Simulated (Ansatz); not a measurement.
Correlation energies of C₄H₄F₆O (`FCC(F)(F)COC(F)(F)F`) by basis set

```json
{"atom": "F1", "x (Å)": "1.843", "y (Å)": "-1.570", "z (Å)": "-0.526"}
{"atom": "C2", "x (Å)": "0.785", "y (Å)": "-1.840", "z (Å)": "0.306"}
{"atom": "C3", "x (Å)": "-0.481", "y (Å)": "-1.257", "z (Å)": "-0.285"}
{"atom": "F4", "x (Å)": "-1.485", "y (Å)": "-1.512", "z (Å)": "0.591"}
{"atom": "F5", "x (Å)": "-0.784", "y (Å)": "-1.890", "z (Å)": "-1.445"}
{"atom": "C6", "x (Å)": "-0.428", "y (Å)": "0.221", "z (Å)": "-0.601"}
{"atom": "O7", "x (Å)": "-0.090", "y (Å)": "0.895", "z (Å)": "0.602"}
{"atom": "C8", "x (Å)": "-0.003", "y (Å)": "2.230", "z (Å)": "0.518"}
{"atom": "F9", "x (Å)": "0.324", "y (Å)": "2.695", "z (Å)": "1.709"}
{"atom": "F10", "x (Å)": "-1.158", "y (Å)": "2.792", "z (Å)": "0.143"}
{"atom": "F11", "x (Å)": "0.922", "y (Å)": "2.626", "z (Å)": "-0.363"}
{"atom": "H12", "x (Å)": "0.971", "y (Å)": "-1.392", "z (Å)": "1.283"}
{"atom": "H13", "x (Å)": "0.662", "y (Å)": "-2.922", "z (Å)": "0.397"}
{"atom": "H14", "x (Å)": "0.330", "y (Å)": "0.391", "z (Å)": "-1.368"}
{"atom": "H15", "x (Å)": "-1.410", "y (Å)": "0.533", "z (Å)": "-0.963"}
```

The species carries charge 0 and has multiplicity 1. The structure was optimised at the PBE0-D4/def2-TZVP level. It is one conformer, not always the lowest. Frozen core, restricted reference, Ansatz. CBS rows extrapolate triple and quadruple zeta; past MP2 they add the triple-zeta difference.

```tsv
basis	HF (Eh)	MP2 corr.
def2-SVP	-824.65920	-1.80526
def2-TZVPP	-825.67263	-2.36005
def2-QZVPP	-825.70805	-2.56718
```

Estimate the CCSD correlation energy and the (T) correction in each basis where they were run (hartree).


```csv
basis,CCSD corr.,(T)
def2-SVP,-1.85298,-0.04058
def2-TZVPP,-2.38544,-0.08047
CBS(def2),-2.74602,as TZ
```
